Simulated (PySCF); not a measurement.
A structure optimised at B3LYP-D3(BJ)/def2-TZVP, used in a PySCF frequency run:

```
Sr
F 1 2.1388
F 1 2.1388 2 129.77
```
Charge 0, spin multiplicity 1.

### Question
Write its SMILES, formula and point group.

### Answer
[F][Sr][F], F2Sr, C2v

### Question
What are its rotational constants (standard atomic weights)?

### Answer
23.135, 3.5465, 3.0751 GHz
